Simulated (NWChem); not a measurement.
System: BHClF; SMILES FBCl

NWChem input:

```
start job
memory heap 200 mb stack 900 mb global 1100 mb
geometry units angstroms noautosym nocenter noautoz
  B     -0.535149    -0.557154     0.000000
  H     -1.722157    -0.746523     0.000000
  F      0.294750    -1.572484     0.000000
  Cl     0.116693     1.061621     0.000000
end
basis spherical
  B library 6-31g*
  H library 6-31g*
  F library 6-31g*
  Cl library 6-31g*
end
dft
  xc hfexch
  iterations 150
  mulliken
end
task dft energy
esp
  recalculate
  probe 0.07
  range 0.3
  factor 1.0
  spacing 0.02
end
task esp
```

Excerpt of the output:

```
             Northwest Computational Chemistry Package (NWChem) 7.3.0
             --------------------------------------------------------

                             Geometry "geometry" -> ""
                             -------------------------

 Output coordinates in angstroms (scale by  1.889725989 to convert to a.u.)

  No.       Tag          Charge          X              Y              Z
 ---- ---------------- ---------- -------------- -------------- --------------
    1 B                    5.0000    -0.53514900    -0.55715400     0.00000000
    2 H                    1.0000    -1.72215700    -0.74652300     0.00000000
    3 F                    9.0000     0.29475000    -1.57248400     0.00000000
    4 Cl                  17.0000     0.11669300     1.06162100     0.00000000

 Effective nuclear repulsion energy (a.u.)      82.4760267378

  xc_inp: hfexch multiplicative factor not found.

                                 NWChem DFT Module
                                 -----------------

 Summary of "ao basis" -> "ao basis" (spherical)
 ------------------------------------------------------------------------------
       Tag                 Description            Shells   Functions and Types
 ---------------- ------------------------------  ------  ---------------------
 B                           6-31g*                  6       14   3s2p1d
 H                           6-31g*                  2        2   2s
 F                           6-31g*                  6       14   3s2p1d
 Cl                          6-31g*                  8       18   4s3p1d

            General Information
            -------------------
          SCF calculation type: DFT
          Wavefunction type:  closed shell.
          No. of atoms     :     4
          No. of electrons :    32
           Alpha electrons :    16
            Beta electrons :    16
          Charge           :     0
          Spin multiplicity:     1
          Use of symmetry is: off; symmetry adaption is: off
          Maximum number of iterations: 150
          AO basis - number of functions:    48
                     number of shells:    22
          Convergence on energy requested:  1.00D-06
          Convergence on density requested:  1.00D-05
          Convergence on gradient requested:  5.00D-04

              XC Information
              --------------
                     Hartree-Fock (Exact) Exchange  1.000

      Superposition of Atomic Density Guess
      -------------------------------------

 Sum of atomic energies:        -583.84723577

      Non-variational initial energy
      ------------------------------

 Total energy =    -584.584329
 1-e energy   =    -971.072288
 2-e energy   =     304.011932
 HOMO         =      -0.410484
 LUMO         =       0.059476

     ---------------------------------------------
      Total Density - Mulliken Population Analysis
     ---------------------------------------------

    Atom       Charge   Shell Charges
 -----------   ------   -------------------------------------------------------
    1 B    5     4.21   2.00  0.56  0.89  0.44  0.23  0.09
    2 H    1     1.02   0.48  0.54
    3 F    9     9.44   2.00  0.95  3.45  0.97  2.07  0.01
    4 Cl  17    17.32   2.00  2.00  5.98  1.38  3.70  0.55  1.70  0.01

   convergence    iter        energy       DeltaE   RMS-Dens  Diis-err
 ---------------- ----- ----------------- --------- --------- ---------
 d= 0,ls=0.0,diis     1   -584.2280803954 -6.67D+02  1.02D-02  3.70D-01
 d= 0,ls=0.0,diis     2   -584.2689167973 -4.08D-02  3.24D-03  9.96D-02
 d= 0,ls=0.0,diis     3   -584.2782526578 -9.34D-03  9.89D-04  2.79D-03
 d= 0,ls=0.0,diis     4   -584.2787506683 -4.98D-04  4.04D-04  2.40D-04
 d= 0,ls=0.0,diis     5   -584.2787991403 -4.85D-05  1.25D-04  1.06D-05
  Resetting Diis
 d= 0,ls=0.0,diis     6   -584.2788026222 -3.48D-06  4.24D-05  7.45D-07
 d= 0,ls=0.0,diis     7   -584.2788029325 -3.10D-07  5.72D-06  4.32D-08

         Total DFT energy =     -584.278802932491
      One electron energy =     -972.126367819112
           Coulomb energy =      347.340003871119
    Exchange-Corr. energy =      -41.968465722289
 Nuclear repulsion energy =       82.476026737792

 Numeric. integr. density =        0.000000000000

                       DFT Final Molecular Orbital Analysis
                       ------------------------------------

[...]

                     NWChem Electrostatic Potential Fit Module
                     -----------------------------------------

 Atom parameters

 Number of atoms is                                    4
 Number of basis functions is                         48

 Grid parameters

 Maximum number of grid points is                  23589
 Number of grid points is                          23588
 Grid range                                     0.300000 nm
 Grid spacing                                   0.020000 nm
 Probe radius                                   0.070000 nm
 Atom radius factor                             1.000000

 Atomic radii

    1    0.100000
    5    0.158000
    9    0.128000
   17    0.169000
 FASTESP  F
  using M.O. file = ./job.movecs

    Atom              Coordinates                           Charge

                                                  ESP

    1 B    -0.053515   -0.055715    0.000000    0.693179
    2 H    -0.172216   -0.074652    0.000000   -0.150196
    3 F     0.029475   -0.157248    0.000000   -0.291623
    4 Cl    0.011669    0.106162    0.000000   -0.251359
                                            ------------
                                               -0.000000

 Dipole moment                                  0.457358

 Quadrupole moment Qxx                          0.234922
                   Qyy                         -5.232495
                   Qzz                          4.997572

 RMS deviation kJ/mol                           0.086393

 RRMS %                                        36.517443
```

Level: Hartree-Fock/6-31G* (spherical d). Structure relaxed at the PBE0/def2-SVP level.
